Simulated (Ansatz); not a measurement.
Program: Ansatz. Geometries: PBE0-D4/def2-TZVP. ΔE: electronic, gas phase. CCSD(T)/CBS adds triple-zeta CCSD(T) − MP2 to the extrapolated MP2 energy (def2 sets, frozen cores). DFT in def2-TZVPP. For Se outer-core shells are correlated without core-valence functions, which leaves a few kJ/mol of doubt a bond. Scalar relativity is left out up to krypton. One conformer a species, not always the lowest.

`BOCCC` + `CC[Se]C` → `B[Se]C` + `CCCOCC`  (formal exchange of groups at a B–O bond)

```
             level  ΔE (kcal/mol)  difference from CCSD(T)/CBS
         r2SCAN-D4           18.5                         -1.6
           ωB97M-V           20.4                          0.3
               PBE           18.0                         -2.1
              PBE0           18.5                         -1.6
SCS-MP2/def2-TZVPP           21.4                          1.3
     HF/def2-QZVPP           21.6                          1.5
    MP2/def2-QZVPP           21.5                          1.4
SCS-MP2/def2-QZVPP           21.8                          1.7
      HF/CBS(def2)           21.6                          1.5
     MP2/CBS(def2)           21.5                          1.4
       CCSD(T)/CBS           20.1                            0
```

Largest T1 diagnostic among the species: 0.013.
